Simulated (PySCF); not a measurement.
A calculated (wB97X-V, PySCF 2.14, x2c-QZVPPall, scalar relativity by spin-free X2C-1e) atom or ion has these occupied shells.

```tsv
shell	electrons	orbital energy (eV)	rms radius, mean of both spins (bohr)
1s α	1	-3193.4	0.0992
1s β	1	-3192.6	0.0992
2s α	1	-356.01	0.449
2s β	1	-355.34	0.449
2p α	3	-287.39	0.418
2p β	3	-286.24	0.418
3s α	1	-73.241	1.39
3s β	1	-67.296	1.39
3p α	3	-56.126	1.49
```

Task: Name the element and its charge.

Result: Ar³⁺ (argon, charge +3), in [Ne] 3s2 3p3, high-spin 4S determinant.
